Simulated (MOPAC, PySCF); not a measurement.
[Y(F)3], neutral singlet in the gas phase. 

Cartesian coordinates (Å):
```xyz
4

Y     -0.0153    -0.0092    -0.0255
F     -0.2362    -1.8301     0.7712
F     -1.3965     1.3981     0.3084
F      1.5486     0.3834    -1.2084
```
Charge 0, spin multiplicity 1.

All levels are single points at this geometry (r2SCAN-D4/def2-SVP); Pople sets use spherical d functions. Orbital energies aren't observables, and empty levels follow the basis.

```tsv
level	HOMO (eV)	LUMO (eV)	gap (eV)	dipole (D)	vertical IE, Delta-SCF (eV)
B3LYP-D3(BJ)/def2-TZVP in PySCF	-10.24	-2.79	7.45	0.20	–
PBE-D3(BJ)/def2-TZVP in PySCF	-8.56	-3.15	5.41	0.19	–
TPSSh-D3(BJ)/def2-TZVP in PySCF	-9.41	-2.61	6.80	0.20	–
B3LYP/6-311+G** (LANL2DZ on Y) in PySCF	-10.45	-3.22	7.24	0.21	–
B3LYP/6-31G* (LANL2DZ on Y) in PySCF	-9.81	-2.83	6.98	0.19	12.44
B3LYP/LANL2DZ in PySCF	-10.23	-3.17	7.06	0.21	–
BP86/6-31G* (LANL2DZ on Y) in PySCF	-8.26	-3.04	5.22	0.18	–
M06-2X/6-31G* (LANL2DZ on Y) in PySCF	-12.05	-1.83	10.22	0.20	–
PBE/6-31G* (LANL2DZ on Y) in PySCF	-8.16	-3.14	5.02	0.18	–
SVWN5/6-31G* (LANL2DZ on Y) in PySCF	-8.38	-3.30	5.07	0.18	–
HF/6-31G* (LANL2DZ on Y) in PySCF	-15.31	-0.06	15.25	0.22	12.42
PM6 in MOPAC	-12.68	-0.96	11.72	0.21	–
PM7 in MOPAC	-13.74	-0.09	13.65	0.25	–
```
